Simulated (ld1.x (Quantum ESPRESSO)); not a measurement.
**aluminium (Al) RRKJ: all-electron and pseudo phase curves**

* Element: aluminium
* Generator: ld1.x (Quantum ESPRESSO) 7.5
* Type: norm-conserving RRKJ (Kleinman–Bylander form)
* Functional: BP86
* Relativity: scalar-relativistic
* Frozen core: [He]
* Valence charge: 11
* Reference configuration: 2s2 2p6 3s2 3p1
* Partial waves: 2s (bound): rc 0.75 bohr; 2p (bound): rc 0.80 bohr
* Local potential: the p channel
* Core correction: none
* rho0: 0.02

Occupied shells without a wave of their own: 3p, 3s. They enter only through the test configuration that unscreens the potential.

The phase is arctan(r·u′/u) with u = r·R(r), unwrapped; energies in Ry, scanned from -10 to 5 Ry. A pole is an energy at which the radial function vanishes at the test radius. The pseudo phase is shifted by a multiple of π to meet the all-electron one at the reference energy, and phase errors are pseudo minus all-electron; the curves can meet again beyond the range given. Levels narrower than the energy grid can be missing from the lists of poles.

| channel | radius (bohr) | reference energy (Ry) | poles, all-electron | poles, pseudo | unbroken range about the reference energy with phases within 0.05 rad | phase error 1 Ry above the reference energy (rad) |
| --- | --- | --- | --- | --- | --- | --- |
| s | 0.90 | -7.96 | -3.44 | -3.34 | the whole range | +0.001 |
| p | 0.90 | -5.13 | -1.64 | -1.54 | the whole range | +0.002 |

Phases in the s channel:

```json
{"E (Ry)": "-10.00", "all-electron": "-0.020", "pseudo": "-0.014"}
{"E (Ry)": "-9.76", "all-electron": "-0.165", "pseudo": "-0.160"}
{"E (Ry)": "-9.52", "all-electron": "-0.313", "pseudo": "-0.309"}
{"E (Ry)": "-9.28", "all-electron": "-0.456", "pseudo": "-0.454"}
{"E (Ry)": "-9.04", "all-electron": "-0.591", "pseudo": "-0.589"}
{"E (Ry)": "-8.80", "all-electron": "-0.713", "pseudo": "-0.712"}
{"E (Ry)": "-8.56", "all-electron": "-0.822", "pseudo": "-0.821"}
{"E (Ry)": "-8.32", "all-electron": "-0.916", "pseudo": "-0.916"}
{"E (Ry)": "-8.08", "all-electron": "-0.999", "pseudo": "-0.999"}
{"E (Ry)": "-7.84", "all-electron": "-1.070", "pseudo": "-1.070"}
{"E (Ry)": "-7.60", "all-electron": "-1.132", "pseudo": "-1.132"}
{"E (Ry)": "-7.36", "all-electron": "-1.186", "pseudo": "-1.185"}
{"E (Ry)": "-7.12", "all-electron": "-1.233", "pseudo": "-1.232"}
{"E (Ry)": "-6.88", "all-electron": "-1.274", "pseudo": "-1.273"}
{"E (Ry)": "-6.64", "all-electron": "-1.311", "pseudo": "-1.310"}
{"E (Ry)": "-6.40", "all-electron": "-1.343", "pseudo": "-1.342"}
{"E (Ry)": "-6.16", "all-electron": "-1.373", "pseudo": "-1.371"}
{"E (Ry)": "-5.92", "all-electron": "-1.399", "pseudo": "-1.397"}
{"E (Ry)": "-5.68", "all-electron": "-1.423", "pseudo": "-1.421"}
{"E (Ry)": "-5.44", "all-electron": "-1.444", "pseudo": "-1.442"}
{"E (Ry)": "-5.20", "all-electron": "-1.464", "pseudo": "-1.461"}
{"E (Ry)": "-4.96", "all-electron": "-1.482", "pseudo": "-1.479"}
{"E (Ry)": "-4.72", "all-electron": "-1.499", "pseudo": "-1.496"}
{"E (Ry)": "-4.48", "all-electron": "-1.514", "pseudo": "-1.511"}
{"E (Ry)": "-4.24", "all-electron": "-1.529", "pseudo": "-1.525"}
{"E (Ry)": "-4.00", "all-electron": "-1.542", "pseudo": "-1.538"}
{"E (Ry)": "-3.76", "all-electron": "-1.555", "pseudo": "-1.551"}
{"E (Ry)": "-3.52", "all-electron": "-1.567", "pseudo": "-1.562"}
{"E (Ry)": "-3.28", "all-electron": "-1.578", "pseudo": "-1.573"}
{"E (Ry)": "-3.04", "all-electron": "-1.589", "pseudo": "-1.584"}
{"E (Ry)": "-2.80", "all-electron": "-1.599", "pseudo": "-1.594"}
{"E (Ry)": "-2.56", "all-electron": "-1.608", "pseudo": "-1.603"}
{"E (Ry)": "-2.32", "all-electron": "-1.617", "pseudo": "-1.612"}
{"E (Ry)": "-2.08", "all-electron": "-1.626", "pseudo": "-1.621"}
{"E (Ry)": "-1.84", "all-electron": "-1.635", "pseudo": "-1.629"}
{"E (Ry)": "-1.60", "all-electron": "-1.643", "pseudo": "-1.637"}
{"E (Ry)": "-1.36", "all-electron": "-1.651", "pseudo": "-1.644"}
{"E (Ry)": "-1.12", "all-electron": "-1.658", "pseudo": "-1.651"}
{"E (Ry)": "-0.88", "all-electron": "-1.666", "pseudo": "-1.658"}
{"E (Ry)": "-0.64", "all-electron": "-1.673", "pseudo": "-1.665"}
{"E (Ry)": "-0.40", "all-electron": "-1.680", "pseudo": "-1.672"}
{"E (Ry)": "-0.16", "all-electron": "-1.687", "pseudo": "-1.678"}
{"E (Ry)": "0.08", "all-electron": "-1.693", "pseudo": "-1.685"}
{"E (Ry)": "0.32", "all-electron": "-1.700", "pseudo": "-1.691"}
{"E (Ry)": "0.56", "all-electron": "-1.706", "pseudo": "-1.697"}
{"E (Ry)": "0.80", "all-electron": "-1.713", "pseudo": "-1.703"}
{"E (Ry)": "1.04", "all-electron": "-1.719", "pseudo": "-1.709"}
{"E (Ry)": "1.28", "all-electron": "-1.725", "pseudo": "-1.714"}
{"E (Ry)": "1.52", "all-electron": "-1.731", "pseudo": "-1.720"}
{"E (Ry)": "1.76", "all-electron": "-1.737", "pseudo": "-1.726"}
{"E (Ry)": "2.00", "all-electron": "-1.744", "pseudo": "-1.731"}
{"E (Ry)": "2.24", "all-electron": "-1.750", "pseudo": "-1.737"}
{"E (Ry)": "2.48", "all-electron": "-1.756", "pseudo": "-1.742"}
{"E (Ry)": "2.72", "all-electron": "-1.762", "pseudo": "-1.748"}
{"E (Ry)": "2.96", "all-electron": "-1.768", "pseudo": "-1.753"}
{"E (Ry)": "3.20", "all-electron": "-1.774", "pseudo": "-1.758"}
{"E (Ry)": "3.44", "all-electron": "-1.780", "pseudo": "-1.764"}
{"E (Ry)": "3.68", "all-electron": "-1.786", "pseudo": "-1.769"}
{"E (Ry)": "3.92", "all-electron": "-1.792", "pseudo": "-1.774"}
{"E (Ry)": "4.16", "all-electron": "-1.798", "pseudo": "-1.780"}
{"E (Ry)": "4.40", "all-electron": "-1.804", "pseudo": "-1.785"}
{"E (Ry)": "4.64", "all-electron": "-1.810", "pseudo": "-1.791"}
{"E (Ry)": "4.88", "all-electron": "-1.817", "pseudo": "-1.796"}
```
